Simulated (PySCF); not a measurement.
C3H8O2Si2.
Atom-mapped SMILES: `[O:1]=[C:2]([OH:3])[SiH:4]1[CH2:5][SiH2:6][CH2:7]1`

Probes without a nucleus sit at each ring's centroid and 1 Å off its mean plane on both sides; NICS is minus the shielding there, NICSzz its component along the normal. Level: GIAO PBE0/pcSseg-1 (PySCF, non-relativistic, gas phase) on the PBE0-D3(BJ)/def2-SVP geometry, one conformer.

Ring bond lengths (Å), with Mayer bond orders in brackets: Si4–C5 1.895 (0.93), C5–Si6 1.910 (0.90), Si6–C7 1.911 (0.90), C7–Si4 1.896 (0.94).

**Question.** Give the NICS values of each ring in ppm.

**Answer.** 
```csv
ring,type,NICS(0),"NICS(1), two faces","NICS(1)zz, two faces",rms pucker (Å),"centre to ring atoms, mean (Å)"
Si4–C5–Si6–C7,4-membered ring with 2 Si; formal bonds all single,-1.6,-1.9 / -1.1,4.0 / 0.8,0.11,1.34
```

**Question.** What can be read from them?

**Answer.** 
- Si4–C5–Si6–C7: mean NICS(1)zz 2.4 ppm, near zero. Si4, C5, Si6, C7 have four or more neighbours, and the NICS criterion for π rings isn't applied. The two faces differ by 3.2 ppm, so no symmetry operation interchanges them.

**Question.** Give the inner angles of the rings and the Hirshfeld charges of the ring atoms.

**Answer.** 
- Si4–C5–Si6–C7: Si4 91.7° (+0.354 e), C5 87.2° (-0.253 e), Si6 90.8° (+0.336 e), C7 87.2° (-0.252 e); sum 356.9° against 360° for a flat convex ring.

**Question.** How shielded are the nuclei of the rings and their hydrogens (means over atoms taken as equivalent)?

**Answer.** 
| atoms | environment | σ isotropic (ppm) | principal values of the symmetric part, first atom (ppm) |
| --- | --- | --- | --- |
| Si4 | SiH silicon | 370.3 | 343.3, 369.6, 398.0 |
| C5 (×2) | sp3 carbon bound to silicon | 189.5 | 180.3, 188.5, 199.7 |
| Si6 | SiH2 silicon | 376.9 | 342.1, 363.1, 425.4 |
| H on Si4 | Si–H hydrogen | 25.86 | 22.6, 23.5, 31.5 |
| H on C5 (×2) | methylene hydrogen | 30.73 | 26.9, 27.6, 37.7 |
| H on C5 (×2) | methylene hydrogen | 30.84 | 26.3, 27.9, 38.3 |
| H on Si6 | Si–H hydrogen | 26.22 | 22.7, 24.0, 31.9 |
| H on Si6 | Si–H hydrogen | 26.06 | 23.6, 23.9, 30.6 |

**Question.** How do the values depend on the level or the medium?

**Answer.** 
```json
{"level": "PBE0/pcSseg-1, gas", "NICS(0), Si4–C5–Si6–C7": "-1.6", "mean NICS(1)zz, Si4–C5–Si6–C7": "2.4"}
{"level": "mPW1PW91/pcSseg-1, gas", "NICS(0), Si4–C5–Si6–C7": "-1.6", "mean NICS(1)zz, Si4–C5–Si6–C7": "2.3"}
{"level": "PBE0/pcSseg-1, IEF-PCM acetone", "NICS(0), Si4–C5–Si6–C7": "-1.5", "mean NICS(1)zz, Si4–C5–Si6–C7": "2.3"}
{"level": "PBE0/pcSseg-1, IEF-PCM chloroform", "NICS(0), Si4–C5–Si6–C7": "-1.5", "mean NICS(1)zz, Si4–C5–Si6–C7": "2.3"}
```

The geometry is the same throughout; the continuum's cavity takes Bondi-type radii × 1.2.

Conformer computed: `[O:1]=[C:2]([OH:3])[SiH:4]1[CH2:5][SiH2:6][CH2:7]1`: O1–C2–Si4–C5 45°, H–O3–C2–O1 0°.
